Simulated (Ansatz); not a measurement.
Input for Ansatz (a first-principles code): R-r2SCAN/def2-TZVPPD on BBrH5N (a complex), monomers drawn apart or pushed together. Files ending in .json are basis or fitting sets from the Basis Set Exchange.

Ansatz 0.2 input:
```yaml
crystal:
  periodic: [false, false, false]
  atoms:
    - {symbol: B, position_ang: [-0.50137008, -0.65926087, 2.17377004]}
    - {symbol: Br, position_ang: [0.68957657, 0.74433087, 1.27651766]}
    - {symbol: H, position_ang: [-0.02900215, -1.75213082, 2.06341023]}
    - {symbol: H, position_ang: [-1.64117787, -0.52908528, 1.83677519]}
    - {symbol: N, position_ang: [-0.36511911, -0.21450726, 3.60480579]}
    - {symbol: H, position_ang: [-0.92391333, -0.84569273, 4.17607312]}
    - {symbol: H, position_ang: [0.59982593, -0.24830617, 3.92698351]}
    - {symbol: H, position_ang: [-0.69932447, 0.73672152, 3.74454647]}
basis:
  gaussian:
    orbitals: def2-TZVPPD.json
hamiltonian:
  xc: {name: r2SCAN}
scf: {lower_state_search: off}
```

Program output:

```
WARN ansatz: RAYON_NUM_THREADS=1 ignored (pool sized by the plan → 1); use --threads N
Functional definition: r2SCAN
these checks for a lower state are left out or cut short: stability, starts, cluster_reference, orbital_swaps, neighbouring_geometries, increment
integrals: 0.13 GiB planned
1059 factors; their error is unknown
mean field: 0.99 GiB planned
mean field evaluation 1: about -72287.4412 eV, gradient 5.9e1 eV
mean field evaluation 2: about -72278.5963 eV, gradient 8.4e1 eV
mean field evaluation 4: about -72294.7625 eV, gradient 3.0e0 eV
mean field evaluation 8: about -72294.7850 eV, gradient 7.1e-2 eV
mean field evaluation 16: about -72294.7687 eV, gradient 4.7e-5 eV
mean field -72294.76867022 eV, -2656.7837454765 hartree, gradient 1.4e-6 eV, S^2 0.000000; 0 other end points of the search recorded, 0 dependent functions left out
reference -72294.76869281 eV, -2656.7837463067 hartree; 26, 26 occupied and 190, 190 virtual orbitals, 1059 factors
Total energy: -72294.76869281 eV, -2656.7837463067 hartree
Checks for a lower state left out: stability, starts, cluster_reference, orbital_swaps, neighbouring_geometries, increment
```

The run converged.

Cost: around 9 core-seconds (rough).
